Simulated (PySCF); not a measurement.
## Polarisability and C₆ of Nb (niobium, neutral)

[Kr] 4d4 5s1, high-spin 6D determinant. All numbers are calculated (PySCF 2.14, scalar relativity through the core potential, in aug-cc-pV5Z-PP with ECP28MDF (8s8p7d5f4g3h2i, 197 functions)). Coupled (time-dependent) response in atomic units; α is the mean over directions.

```
method  mean α (bohr³)         α xx, yy, zz  C₆ (like pair)  S(−4)
  PBE0           96.83  95.11, 95.11, 100.3            1100   5580
```

S(−4) is the Cauchy moment in α(ω) = α(0) + S(−4) ω² + …

Reference α: 98 ± 8 bohr³ (recommended; Schwerdtfeger and Nagle, table of static dipole polarizabilities (2023 update)). Published C₆: 1140 (Gould and Bucko (2016)).

Spin-orbit coupling is absent.

α(iu) at PBE0:

```csv
u (hartree),α(iu) (bohr³)
0,96.83
0.0500,84.98
0.100,63.86
0.200,36.11
0.300,23.61
0.500,13.25
0.750,8.169
1.00,5.692
1.50,3.294
2.00,2.155
3.00,1.118
5.00,0.4504
```

The components differ because the open shell of this determinant is not spherical; for a pure term their mean is the scalar polarisability.

Energies and moments cover only the electrons outside the core potential.
